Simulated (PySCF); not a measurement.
A side-by-side comparison of computed properties.

First species: C7H16OSi.
Numbering: `[CH3:1][CH2:2][C@@:3]([CH3:4])([CH:5]=[O:6])[C@H:7]([CH3:8])[SiH3:9]` (hydrogens: H10, H11, H12 on C1; H13, H14 on C2; H15, H16, H17 on C4; H18 on C5; H19 on C7; H20, H21, H22 on C8; H23, H24, H25 on Si9)

Second species: C5H7ClO2Si.
SMILES: `O=C1CC=CO[Si@@H]1CCl`

Levels: PBE0/pcSseg-1 for dipole moment, HOMO energy, LUMO energy and HOMO–LUMO gap; GFN2-xTB for rotational constant A and rotational constant C. Geometries: GFN2-xTB. All species are isolated and taken at one optimised geometry, non-relativistic unless stated; the electronic structure was computed with PySCF and density fitting.

Dipoles, sizes and rotational constants follow the conformer. The torsions of the flexible species, by atom-mapped SMILES:
- `[CH3:1][CH2:2][C@@:3]([CH3:4])([CH:5]=[O:6])[C@H:7]([CH3:8])[SiH3:9]`: C1–C2–C3–C4 62°, C2–C3–C5–O6 152°, C2–C3–C7–C8 -44°
- `[O:1]=[C:2]1[CH2:3][CH:4]=[CH:5][O:6][Si@@H:7]1[CH2:8][Cl:9]`: O6–Si7–C8–Cl9 -67°

Values for the first species:

- Dipole moment: 3.60 D
- HOMO energy: -7.47 eV
- LUMO energy: -1.04 eV
- HOMO–LUMO gap: 6.43 eV
- Rotational constant A: 1.900 GHz
- Rotational constant C: 0.919 GHz

(1) Estimate the same properties for the second species, and the change in each.

## Answers

(1) 
```
             property      first     second  second less first
        dipole moment     3.60 D     1.83 D            -1.77 D
          HOMO energy   -7.47 eV   -6.73 eV           +0.74 eV
          LUMO energy   -1.04 eV   -1.44 eV           -0.40 eV
        HOMO–LUMO gap    6.43 eV    5.29 eV           -1.14 eV
rotational constant A  1.900 GHz  1.488 GHz         -0.412 GHz
rotational constant C  0.919 GHz  0.872 GHz         -0.047 GHz
```

On the first: In atomic units the dipole is 1.42 e·bohr (1 au = 2.5417 D).

On the second: The dipole equals about 6.1 × 10⁻³⁰ C·m (1 D = 3.33564 × 10⁻³⁰ C·m).
